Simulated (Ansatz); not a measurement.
```tsv
atom	x (Å)	y (Å)	z (Å)
C	0.0386	-0.9284	-0.0971
O	-0.0218	-0.9591	1.1428
O	-0.0423	0.1483	-0.8761
C	-0.0381	1.3770	-0.1604
H	0.0206	-1.8700	-0.7323
H	0.0463	2.1684	-0.9492
H	-0.8881	1.5510	0.4717
H	0.8953	1.5548	0.4591
```

Basis set: def2-TZVP (spherical functions). Frozen core: 4 orbitals. Charge 0, multiplicity 1.

Computed with Ansatz (development build ahead of 0.2.0); each method stands on the lowest determinant of its kind that the runs found. Restricted open shells among the atoms or ions are ROHF, correlated in semicanonical orbitals with singles. Restricted functionals stand beside restricted open-shell atoms, which can lie above the unrestricted atoms usual in DFT and then raise those values.

The atomization energy at this shape (free ground-state atoms in the same class of orbitals less the molecule, no zero-point energy) of singlet C2H4O2:

```tsv
method	atomization energy
PBE0 (restricted)	34.06 eV
RHF-MP2	33.51 eV
```

Task: What does RHF give?

Result: 23.87 eV. Caution: the shape is not the minimum.
